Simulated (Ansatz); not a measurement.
`[F][Ge]([Cl])([Cl])[I]`, relaxed with RKS PBE-D4/def2-SVP in Ansatz from a rough embedded geometry. The force threshold is 0.03 eV/Å; the program also tests the step.

Charge 0, multiplicity 1. I takes the def2 core potential.

Start:

```xyz
5

F     1.378   -1.222    0.347
Ge    0.044   -0.120    0.043
Cl   -0.856   -0.687   -1.815
Cl   -1.426   -0.251    1.540
I     0.860    2.280   -0.115
```

| step | energy (eV) | largest force (eV/Å) | largest move (Å) |
| --- | --- | --- | --- |
| 1 | -92347.0280 | 0.779 | 0.000 |
| 2 | -92347.0754 | 0.225 | 0.105 |
| 3 | -92347.0808 | 0.266 | 0.067 |
| 4 | -92347.0833 | 0.156 | 0.012 |
| 5 | -92347.0843 | 0.003 | 0.012 |

End:

```xyz
5

F     1.333   -1.164    0.361
Ge    0.018   -0.074    0.012
Cl   -0.844   -0.713   -1.849
Cl   -1.417   -0.303    1.594
I     0.911    2.254   -0.117
```

Hardware: 4 threads of a server CPU on a shared host. Wall time 6 s, peak host memory 0.19 GiB.
